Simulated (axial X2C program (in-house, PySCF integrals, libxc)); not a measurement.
Values are calculated unless marked as measured or tabulated.
**Ga₂⁺: input and output**

Program: an in-house relativistic program for diatomic molecules.

Input:
```json
{"zs": [31, 31], "q": 1, "bas": ["dyall-cv3z", "dyall-cv3z"], "levels": ["PBE0", "HF", "BHandHLYP"], "cc": true, "r0": 2.48, "thr": -1.0, "nmax": 90, "npts": 10, "nst": 2, "ntry": 6}
```
```bash
python so2c.py task.json out
```

Keys: zs atomic numbers; q charge; bas basis sets; levels methods; cc coupled cluster on or off; r0 starting distance in Å; thr threshold in hartree for freezing inner shells (an s shell follows its p shell); nmax most natural virtual spinors; npts points on the curve; nst determinants followed; ntry starts of the search. HF also brings MP2.

Output of the HF step, with spin–orbit coupling, at R = 3.281 Å for the state Ω = 1/2. It starts from PBE0 orbitals of this distance.

```
two-component X2C + atomic mean field  HF
basis functions 216  fitting functions 1250  grid points 5806
iter        total energy     max residual
   1      -3883.056658217     1.87e-01
   2      -3883.094447107     1.34e-02
   3      -3883.095995352     1.35e-02
   4      -3883.097081803     2.67e-03
   5      -3883.097210674     1.44e-03
   6      -3883.097255590     6.32e-04
   7      -3883.097269770     2.00e-04
   8      -3883.097271963     7.35e-05
   9      -3883.097272375     6.18e-05
  10      -3883.097272588     4.81e-05
  11      -3883.097272810     1.86e-05
  12      -3883.097272840     3.54e-06
  13      -3883.097272841     1.43e-06
converged
one-electron -5712.27356726  Coulomb 1824.31589678  exact exchange -148.84605667  xc functional 0.00000000  nuclear repulsion 154.99521478  atomic mean-field constant -1.28876047
correlated 5  virtual 323  natural virtual 89  E(MP2) -0.066748178  MP2 remainder -0.001543334
iter   CCSD correlation   residual
   1     -0.079848101   1.33e-01
   2     -0.087911178   5.80e-02
   3     -0.088556700   1.28e-02
   4     -0.088660871   3.54e-03
   5     -0.088658514   1.30e-03
   6     -0.088657966   4.45e-04
   7     -0.088662251   1.90e-04
   8     -0.088661784   1.08e-04
   9     -0.088661352   5.54e-05
  10     -0.088661157   2.11e-05
  11     -0.088661462   9.53e-06
  12     -0.088661615   4.52e-06
  13     -0.088661641   2.12e-06
  14     -0.088661623   8.83e-07
(T) -0.001849045  T1 0.0278  D1 0.0514  max T2 0.082
```
Energies are in hartree; totals compare only within one Hamiltonian and basis. T1 in the output is the amplitude norm over the root of the electron number; divide by √2 for the Lee–Taylor value.
